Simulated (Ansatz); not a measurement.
Gas-phase electronic energies from Ansatz, PBE0-D4/def2-TZVP geometries. CCSD(T)/CBS is the MP2 limit (def2-TZVPP, def2-QZVPP) plus CCSD(T) − MP2 in def2-TZVPP, frozen cores. This one scheme is used for every species. Functionals use def2-TZVPP. For Ge outer-core shells are correlated without core-valence functions, which leaves a few kJ/mol of doubt a bond. Scalar relativity is left out up to krypton. One conformer a species, not always the lowest.

Consider the formal exchange of groups at the Si–N bond: `O/C=N/[SiH3]` + `C[CH2][GeH3]` → `[SiH3]C[CH2][GeH3]` + `N=CO`.

`O/C=N/[SiH3]`:

Z-matrix (Å, degrees):
```
Si
N 1 1.727
H 1 1.484 2 109.0
H 1 1.484 2 109.0 3 118.7
H 1 1.494 2 112.0 3 -120.6
C 2 1.255 1 124.9 3 120.6
O 6 1.335 2 123.3 1 -180.0
H 6 1.096 2 126.9 1 -0.0
H 7 0.969 6 106.6 2 -0.0
```

`C[CH2][GeH3]`:

Cartesian coordinates in Å:
```
C -0.863 1.081 -0.411
C -0.191 -0.260 -0.669
Ge 0.938 -0.851 0.821
H -0.127 1.872 -0.245
H -1.485 1.385 -1.258
H -1.506 1.044 0.471
H 0.437 -0.216 -1.563
H -0.936 -1.040 -0.850
H 0.091 -0.990 2.102
H 2.047 0.185 1.086
H 1.594 -2.210 0.514
```

`[SiH3]C[CH2][GeH3]`:

Z-matrix (Å, degrees):
```
Si
C 1 1.879
H 1 1.489 2 109.9
H 1 1.489 2 111.4 3 120.5
H 1 1.489 2 109.9 3 -119.0
C 2 1.529 1 112.6 3 59.4
H 2 1.096 1 108.3 3 -63.4
H 2 1.096 1 108.3 3 -177.8
Ge 6 1.962 2 112.9 1 179.8
H 6 1.094 2 110.8 1 58.7
H 6 1.094 2 110.8 1 -59.1
H 9 1.541 6 109.6 2 59.3
H 9 1.541 6 109.6 2 -59.5
H 9 1.540 6 111.4 2 179.9
```

`N=CO`:

Z-matrix (Å, degrees):
```
C
O 1 1.336
N 1 1.258 2 122.1
H 1 1.092 2 110.5 3 -180.0
H 2 0.968 1 106.6 3 -0.0
H 3 1.014 1 111.3 2 180.0
```

```csv
level,ΔE (kJ/mol)
PBE0-D4,52.6
B2PLYP,61.4
PBE0,54.6
SCS-MP2/def2-TZVPP,59.8
CCSD/def2-TZVPP,55.7
HF/CBS(def2),70.3
MP2/CBS(def2),58.3
CCSD/CBS(def2),55.7
```

(1) What does CCSD(T)/CBS give? (Best estimate.)

Largest T1 diagnostic among the species: 0.014.

Results:

(1) Ansatz gave: +54.6 kJ/mol. The listed levels differ from it by -2.0, 6.8, 0.0, 5.2, 1.1, 15.7, 3.7, 1.1 kJ/mol.

In def2-TZVPP, CCSD(T) changes the Hartree–Fock value by −15.1 kJ/mol (the triples alone add −1.1 kJ/mol) and MP2 by −11.4 kJ/mol. The D4 term adds −3.4 kJ/mol with B3LYP and −2.0 kJ/mol with PBE0; it sums over pairs of atoms, weighted by their polarisabilities, and B3LYP, whose exchange is more repulsive, gets the larger term.

B3LYP here is the variant with VWN-RPA as its local correlation; programs differ in this.
